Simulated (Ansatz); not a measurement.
Ansatz (a program for electronic structure) input:

Ansatz 0.2 input:
```yaml
crystal:
  periodic: [false, false, false]
  atoms:
    - {symbol: In, position_ang: [-0.13683617, -0.18693350, -0.23208144]}
    - {symbol: O, position_ang: [0.64354274, 0.98234673, 1.27948728]}
    - {symbol: H, position_ang: [1.55663064, 1.30096774, 1.13609229]}
basis:
  gaussian:
    orbitals: def2-TZVP
hamiltonian:
  xc: b3lyp
  dispersion: d3bj
total_charge: 1
magnetization: {spin_polarized: true, initial_magnetization: 1}
phonons: {temperatures: {t_min: 298.15, t_max: 298.15, t_step: 100}}
```

Predict the final energy.

-265.77533 Eh (B3LYP-D3(BJ)/def2-TZVP). The basis has 87 functions.
